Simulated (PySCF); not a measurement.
These are PBE-D3(BJ)/def2-TZVP // CAM-B3LYP-D3(BJ)/def2-SVP run with PySCF values and carry that method's errors. Gas-phase values, no solvent. Excitations are Tamm–Dancoff values on a coarser integration grid. The basis has no diffuse functions, so Rydberg states are missing or too high.

Reference species (SMILES): `[BH2-]1[SeH+][BH2-][SeH+]1` (neutral, multiplicity 1).

```
Item                       Value
----------------------  --------
T1 excitation (TDA)      4.95 eV
S1 excitation (TDA)      5.41 eV
HOMO                    -6.58 eV
S1 oscillator strength     0.000
```

After one change: the T1 excitation (TDA) goes up by 0.71 eV; the S1 excitation (TDA) rises by 0.50 eV; the HOMO increases by 0.08 eV; the S1 oscillator strength is nearly the same.

Task: Name the change that produced these shifts. The new species is one of these.
A. `[AlH2-]1[SH+][AlH2-][SH+]1`
B. `[BH2-]1[OH+][BH2-][OH+]1`
C. `[SeH+]1[InH2-][SeH+][InH2-]1`
D. `[GaH2-]1[SeH+][GaH2-][SeH+]1`

Result: B, `[BH2-]1[OH+][BH2-][OH+]1`
